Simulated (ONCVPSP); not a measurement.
## Wu-Cohen ONCV dataset for palladium (Pd), scalar-relativistic all-electron reference.

Pd, optimised norm-conserving Vanderbilt (ONCV), made with ONCVPSP 4.0.1 (Wu-Cohen, scalar-relativistic). Core [Ar] 3d10 4s2, reference 4p6 4d9 5s1. Waves: 5s: rc 2.45 bohr, ncon 5, nbas 8, qcut 2.1 1/bohr, 1 projector; 4p: rc 1.10 bohr, ncon 4, nbas 9, qcut 6.8 1/bohr, 1 projector; 4d: rc 1.75 bohr, ncon 3, nbas 7, qcut 10.3 1/bohr, 3 projectors, debl 2.5 Ha. Local part: polynomial inside 0.95 bohr (lpopt 4, dvloc0 6 Ha). Core correction: Teter function, fcfact 1.5, rcfact 1.22.

All-electron outer shells of the reference configuration (Wu-Cohen, scalar-relativistic, ld1.x):

```tsv
shell	level (eV)	outermost node (bohr)	outermost maximum (bohr)
4s	-88.69	0.45	0.85
4p	-54.45	0.46	0.91
4d	-6.69	0.45	1.09
5s	-4.36	1.15	2.54
```

What the tests gave:

```json
{"Cutoffs needed": "147 Ha and 226 Ha (the cutoffs (Ha) at which the residual kinetic energy of the hardest occupied pseudo-wave falls to 1 and 0.1 mHa per electron)", "Ghost test": "ghosts flagged at negative energy: s at -100.5 eV; no localised positive-energy state flagged; a true bound ghost makes a file unfit for plane-wave use", "Configuration tests": "1 of 4 tests not solved or not reliable", "rms error of d²Exc/dni dnj": "3.13 mHa without and 2.33 mHa with the model core"}
```

Generation and tests took about 3.9 s on one core of a shared server CPU.
